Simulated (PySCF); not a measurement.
# From computed data to an observable: oscillator strength and radiative lifetime

CBr₂, SMILES Br[C]Br (connectivity only; charge and spin as stated), neutral, multiplicity 1.

The structure is a stationary point at B3LYP-D3(BJ)/def2-TZVP.

TDA-LC-ωPBE/def2-SVPD run with PySCF 2.14.0 puts the first singlet state with f over 0.02 at 4.90 eV (vertical), with the transition dipole (0.000, 0.916, 0.000) in atomic units.

Q: Find the oscillator strength, the wavelength and the radiative lifetime that this transition would have in vacuum if emission retraced absorption.

A: 
|μ|² = 0.8391 au, so |μ| = 2.33 D. ΔE = 4.90/27.211 = 0.1801 hartree. f = (2/3) ΔE |μ|² = 0.101 (the program prints 0.101).
λ = 1239.84/4.90 = 253 nm; ν = 39521 cm⁻¹.
Einstein's coefficient A = 0.6670 ν² f s⁻¹ (ν in cm⁻¹) = 1.0e8 s⁻¹, so τ = 1/A = 9.5 ns. This state is S3; the lower singlets have f = 0.002, 0.000. The figure is the radiative limit of this one transition; relaxation, internal conversion, crossing to triplets and a medium change what is measured.
